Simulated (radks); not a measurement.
Results of a calculation; reference values are marked as such.
Problem. The mean radii <r> (bohr) of the occupied orbitals of an atom or ion are listed with their occupations. Code: a radial shooting solver on a logarithmic mesh with Libxc functionals. Model: scalar-relativistic Kohn-Sham, r2SCAN, spin-polarised, spherical densities, finite nucleus; meta-GGA in the generalised Kohn-Sham scheme; Fermi nuclear charge, rms radius of each element as measured or else 0.836 A^(1/3) + 0.57 fm.

| orbital | occ. | <r> |
|---|---|---|
| 1s up | 1 | 0.02074 |
| 1s down | 1 | 0.02074 |
| 2s up | 1 | 0.08807 |
| 2s down | 1 | 0.08807 |
| 2p up | 3 | 0.07807 |
| 2p down | 3 | 0.07807 |
| 3s up | 1 | 0.2296 |
| 3s down | 1 | 0.2294 |
| 3p up | 3 | 0.2287 |
| 3p down | 3 | 0.2285 |
| 3d up | 5 | 0.2080 |
| 3d down | 5 | 0.2077 |
| 4s up | 1 | 0.5176 |
| 4s down | 1 | 0.5180 |
| 4p up | 3 | 0.5475 |
| 4p down | 3 | 0.5479 |
| 4d up | 5 | 0.5893 |
| 4d down | 5 | 0.5899 |
| 5s up | 1 | 1.147 |
| 5s down | 1 | 1.157 |
| 5p up | 1 | 1.262 |
| 4f up | 7 | 0.6926 |
| 4f down | 2 | 0.6996 |

Name the element and its charge. Open shells, if any, are filled with parallel spins first.

Solution. Z = 67, holmium, charge +9: Ho9+ in [Kr] 4d10 4f9 5s2 5p1. The 1s radius gives Z: for a bare nucleus <r> = (2 gamma + 1)/(2Z) with gamma = sqrt(1 - (Z/c)^2), 0.02048 bohr for Z = 67, and screening makes it slightly larger (0.02074 here). The occupations add up to 58, and the charge is Z minus that.
